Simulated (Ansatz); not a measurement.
Job for Ansatz (a quantum-chemistry and plane-wave program): R-CCSD(T)/aug-cc-pV(T+d)Z on H2 (SMILES [H][H]) with ghost functions, monomers drawn apart or pushed together. Files ending in .json are basis or fitting sets from the Basis Set Exchange.

Ansatz 0.2 input:
```yaml
crystal:
  periodic: [false, false, false]
  atoms:
    - {symbol: H, position_ang: [-0.06056129, 0.52713454, 4.44325079]}
    - {symbol: H, position_ang: [-0.05349490, 0.07120119, 3.85406478]}
basis:
  gaussian:
    orbitals: aug-cc-pV_T+d_Z.json
    ghost_atoms:
      - {symbol: C, position_ang: [-0.26932197, 1.08040423, -0.42773151]}
      - {symbol: Cl, position_ang: [-0.15216577, -0.70344389, -0.26954953]}
      - {symbol: H, position_ang: [-1.19973286, 1.31737333, -0.93468570]}
      - {symbol: H, position_ang: [-0.25586036, 1.51169137, 0.56865453]}
      - {symbol: H, position_ang: [0.58093530, 1.42792704, -1.00660750]}
magnetization: {spin_polarized: false}
correlation: {method: ccsd_t, electrons: outside_noble_gas}
scf: {lower_state_search: off}
```

### Question
Give the final energy of this run.

### Answer
-1.1726 hartree (reference determinant -1.1330, T1 diagnostic 0.005).

### Question
How many basis functions does it have, and what does it roughly cost on one machine?

### Answer
216 functions; roughly 2.1 core-minutes.
